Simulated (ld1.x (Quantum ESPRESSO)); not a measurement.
Reading a pseudo-wave (Br)

Columns: radius, all-electron u(r) and pseudo u(r) of the 4s shell (level -19.42 eV) of bromine in the configuration [Ar] 3d10 4s2 4p5; PBE, non-relativistic, TM scheme, ld1.x (Quantum ESPRESSO) 7.5.

```json
{"r (bohr)": "0.093", "all-electron": "-0.1934", "pseudo": "-0.0289"}
{"r (bohr)": "0.185", "all-electron": "-0.1630", "pseudo": "-0.0590"}
{"r (bohr)": "0.278", "all-electron": "0.1818", "pseudo": "-0.0925"}
{"r (bohr)": "0.370", "all-electron": "0.3948", "pseudo": "-0.1306"}
{"r (bohr)": "0.463", "all-electron": "0.4072", "pseudo": "-0.1758"}
{"r (bohr)": "0.555", "all-electron": "0.2799", "pseudo": "-0.2292"}
{"r (bohr)": "0.648", "all-electron": "0.0833", "pseudo": "-0.2938"}
{"r (bohr)": "0.740", "all-electron": "-0.1269", "pseudo": "-0.3693"}
{"r (bohr)": "0.833", "all-electron": "-0.3250", "pseudo": "-0.4565"}
{"r (bohr)": "0.925", "all-electron": "-0.4922", "pseudo": "-0.5502"}
{"r (bohr)": "1.018", "all-electron": "-0.6268", "pseudo": "-0.6452"}
{"r (bohr)": "1.110", "all-electron": "-0.7264", "pseudo": "-0.7299"}
{"r (bohr)": "1.203", "all-electron": "-0.7964", "pseudo": "-0.7965"}
{"r (bohr)": "1.295", "all-electron": "-0.8391", "pseudo": "-0.8391"}
{"r (bohr)": "1.388", "all-electron": "-0.8599", "pseudo": "-0.8599"}
{"r (bohr)": "1.480", "all-electron": "-0.8623", "pseudo": "-0.8623"}
{"r (bohr)": "1.573", "all-electron": "-0.8503", "pseudo": "-0.8503"}
{"r (bohr)": "1.665", "all-electron": "-0.8274", "pseudo": "-0.8274"}
{"r (bohr)": "1.758", "all-electron": "-0.7960", "pseudo": "-0.7960"}
{"r (bohr)": "1.850", "all-electron": "-0.7594", "pseudo": "-0.7594"}
{"r (bohr)": "1.943", "all-electron": "-0.7186", "pseudo": "-0.7186"}
{"r (bohr)": "2.035", "all-electron": "-0.6761", "pseudo": "-0.6761"}
{"r (bohr)": "2.128", "all-electron": "-0.6323", "pseudo": "-0.6323"}
{"r (bohr)": "2.220", "all-electron": "-0.5891", "pseudo": "-0.5891"}
{"r (bohr)": "2.313", "all-electron": "-0.5463", "pseudo": "-0.5463"}
{"r (bohr)": "2.405", "all-electron": "-0.5053", "pseudo": "-0.5053"}
```

**Question.** How many radial nodes do the two functions have?

**Answer.** The all-electron 4s function has n − l − 1 = 3 (the table is too coarse to show those close to the nucleus); the pseudo-wave has 0, since the states of the same l below it are removed with the core.

**Question.** At about which radius was the pseudo-wave matched?

**Answer.** 1.30 bohr. The columns agree to 0.0005 from 1.20 bohr on; several derivatives are matched, so the curves merge somewhat inside the radius.

**Question.** Where does each function peak?

**Answer.** Outermost all-electron maximum near 1.48 bohr, pseudo maximum near 1.48 bohr (to the table’s step).

**Question.** Is the pseudo-wave norm-conserving?

**Answer.** Yes: the TM scheme keeps the norm inside the radius equal to the all-electron one, which fixes the energy derivative of the logarithmic derivative at the level.
